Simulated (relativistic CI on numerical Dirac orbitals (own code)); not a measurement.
**Pt⁴⁺: 5d valence photoemission**

Computed with this model: Dirac-Coulomb-Breit CI, orbitals from a KLI potential per configuration, model QED (radiative potential, 1s self-energy scaled to tabulated hydrogen-like ionisation energies), valence Slater integrals scaled by 0.7, multiplet model of photoemission in the sudden approximation; configurations [Xe] 4f14 5d6 → [Xe] 4f14 5d5; 80 K; Lorentzian 0.21 eV and Gaussian 0.5 eV FWHM. Energies are those of the free ion, without screening or charge transfer. The energies are binding energies and can lie tens of eV above those of solids. S is read from ⟨S²⟩ = S(S + 1).

Field parameters in Wybourne normalisation: D4h B²₀ = −7Ds, B⁴₀ = 21(Dq − Dt), B⁴₄ = 21√(5/14) Dq. The field is a parameter set, without covalency.

free ion: ground-state S = 1.76, centroid 59.38 eV. Peaks (eV, height): 57.2 (54), 59.0 (27), 60.0 (100), 61.6 (10), 62.5 (6).

D4h, 10Dq = 32750, Ds = -1500, Dt = -480 cm⁻¹: ground-state S = 0.22, centroid 60.28 eV. Peaks (eV, height): 59.3 (56), 60.6 (100).

D4h, 10Dq = 32750, Ds = 1200, Dt = -480 cm⁻¹: ground-state S = 0.22, centroid 60.28 eV. Peaks (eV, height): 59.2 (67), 60.6 (100).

D4h, 10Dq = 32750, Ds = 2100, Dt = -480 cm⁻¹: ground-state S = 0.22, centroid 60.28 eV. Peaks (eV, height): 59.1 (78), 60.6 (100).

D4h, 10Dq = 32750, Ds = 3000, Dt = -480 cm⁻¹: ground-state S = 0.23, centroid 60.28 eV. Peaks (eV, height): 59.0 (87), 60.6 (100), 60.9 (97).

Strongest unbroadened transitions for free ion:

| Energy (eV) | Relative strength |
| --- | --- |
| 57.24 | 100.0 |
| 58.94 | 42.3 |
| 59.77 | 39.1 |
| 59.87 | 7.5 |
| 59.92 | 87.7 |
| 60.10 | 13.7 |
| 60.12 | 57.8 |
| 60.84 | 22.4 |
| 61.00 | 1.7 |
| 61.33 | 3.0 |
| 61.40 | 0.5 |
| 61.67 | 11.3 |
| 61.73 | 0.3 |
| 62.52 | 9.6 |
| 62.75 | 0.2 |
| 63.68 | 0.3 |
| 63.79 | 1.5 |
| 65.13 | 0.2 |
